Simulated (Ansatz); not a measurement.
HCu (SMILES [CuH]), singlet, at a GFN2-xTB geometry (such geometries of metal compounds can be far from the true shape); PBE0/def2-SVP in Ansatz (a quantum-chemistry and plane-wave program).

Input for Ansatz:
Ansatz 0.2 input:
```yaml
crystal:
  periodic: [false, false, false]
  atoms:
    - {symbol: Cu, position_ang: [-0.00000000, -0.00000000, -0.04747396]}
    - {symbol: H, position_ang: [0.00000000, 0.00000000, 1.37674489]}
basis:
  gaussian:
    orbitals: def2-SVP
hamiltonian:
  xc: pbe0
```

What the program printed (banner, timings and long lists left out):

```
Functional definition: PBE0
399 factors; integrals over basis functions are off by at most 1.3e-3 eV
mean field evaluation 1: about -44639.6639 eV, gradient 4.4e1 eV
mean field evaluation 2: about -44610.7835 eV, gradient 1.6e2 eV
mean field evaluation 4: about -44642.6018 eV, gradient 3.3e0 eV
mean field evaluation 8: about -44642.6259 eV, gradient 9.2e-2 eV
mean field evaluation 16: about -44642.6259 eV, gradient 8.1e-6 eV
mean field -44642.62591385 eV, -1640.5862424753 hartree, gradient 8.1e-6 eV, S^2 0.000000; 0 other end points of the search recorded, 0 dependent functions left out
reference -44642.62594449 eV, -1640.5862436013 hartree; 15, 15 occupied and 21, 21 virtual orbitals, 399 factors
Total energy: -44642.62594449 eV, -1640.5862436013 hartree
```
